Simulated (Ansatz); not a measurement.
System (SMILES): O=[SiH] (O-SiH), doublet.
Atoms: Si1, O2, H3. Bonds: Si1-O2, Si1-H3.

Basis-set convergence of the harmonic zero-point energy at PBE with Ansatz (a first-principles code). Each level at its own minimum, finite differences of forces, unscaled; the reference is a large set that could be run, not a limit. Cartesian d functions, on some or all atoms, in 6-311+G**; all else is spherical. The program fits the integrals of some runs and decomposes those of others, by size. Open shells are unrestricted. No added dispersion term, no relativity. Reference: the value in pcseg-3, 5.10 kcal/mol. Deviations are taken from unrounded values.

```csv
basis,functions,harmonic zero-point energy (kcal/mol),minus reference (kcal/mol)
STO-3G,15,5.53,0.44
3-21G,24,4.83,-0.26
pcseg-1,37,5.05,-0.05
6-311+G**,59,5.03,-0.06
cc-pV(T+d)Z,83,5.08,-0.01
"6-311++G(3df,3pd)",104,5.08,-0.01
cc-pV(Q+d)Z,149,5.11,0.01
def2-QZVPP,157,5.10,0.00
pcseg-3,157,5.10,0.00
```

The smallest set listed that lies within 0.2 kcal/mol of the reference with all its larger relatives (same family, alike in diffuse functions; a set with none counts only in the reference's own line) is pcseg-1 (37 functions, -0.05 kcal/mol off). Inside, with no larger relative to test it: def2-QZVPP. (Relatives not listed, tested too: 6-311++G(2d,2p) -0.05, pcseg-2 -0.01 kcal/mol.)
